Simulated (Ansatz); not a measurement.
Z-matrix (Å, degrees):
```
C
C 1 1.519
H 1 1.094 2 111.1
H 1 1.093 2 111.8 3 119.7
H 1 1.094 2 111.9 3 -119.8
Sb 2 2.172 1 112.8 3 176.7
H 2 1.092 1 112.0 3 -63.9
H 2 1.092 1 110.8 3 56.9
N 6 2.075 2 94.0 1 155.8
Si 6 2.581 2 91.9 1 64.4
C 9 1.447 6 113.0 2 -170.5
C 9 1.446 6 113.0 2 62.8
H 10 1.490 6 110.8 2 -86.8
H 10 1.489 6 109.9 2 33.3
H 10 1.488 6 110.7 2 153.7
H 11 1.097 9 109.4 6 170.9
H 11 1.093 9 110.7 6 52.8
H 11 1.104 9 114.0 6 -69.1
H 12 1.097 9 109.3 6 -172.4
H 12 1.105 9 114.0 6 67.9
H 12 1.092 9 110.8 6 -54.4
```

Total charge 0; spin multiplicity 1. Sb takes the def2 core potential.

(1) List the PBE0/def2-TZVPP orbital energies in eV (Ansatz). (Estimate.)

Results:

(1) The calculation gave: Occupied: -1802.41, -391.08, -278.58, -278.54, -278.37, -278.14, -156.48, -144.77, -108.04, -108.00, -107.88, -99.42, -99.41, -99.41, -35.64, -35.61, -35.51, -35.48, -35.42, -24.92, -21.40, -19.68, -17.73, -17.00, -15.48, -14.09, -12.68, -12.62, -12.54, -12.39, -11.44, -10.86, -10.72, -10.21, -10.07, -9.71, -9.63, -8.65, -7.76, -7.29, -5.73. Lowest empty: -0.65, -0.33, 0.63, 1.07, 1.37, 1.60, 1.73, 2.05.
